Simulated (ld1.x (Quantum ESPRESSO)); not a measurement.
**Pseudopotential generation for Tm: TM semilocal, BLYP, scalar-relativistic.**

thulium (Tm), norm-conserving Troullier–Martins (semilocal form), made with ld1.x (Quantum ESPRESSO) 7.5 (BLYP, scalar-relativistic). Core [Kr] 4d10, reference 4f13 5s2 5p6 5d0 6s0 6p0 (charge +2). Waves: 5s (bound): rc 1.85 bohr; 5p (bound): rc 1.70 bohr; 4f (bound): rc 0.60 bohr; 5d (bound, empty): rc 2.00 bohr. Local part: the d channel. Core correction: Bessel-smoothed model core inside 0.30 bohr.

Poles of the logarithmic derivatives, all-electron (AE) and pseudo (PS). s: poles at -4.7 (AE) and -4.7, 2.9 (PS) Ry. p: poles at -2.3 (AE) and -2.3 (PS) Ry. d: poles at 1.1 (AE) and 1.1 (PS) Ry. f: poles at -1.2 (AE) and -1.2 (PS) Ry. Test radius 2.19 bohr.

* Configuration tests: 1 of 7 tests not solved or not reliable; not counted: 4f14 5s2 5p6 5d0 6s0 6p0 (all-electron atom not converged, printed error -232 eV)

A Bessel basis up to 400 Ry misses an occupied level by 0.43 Ry, so cutoffs and ghosts were not judged.
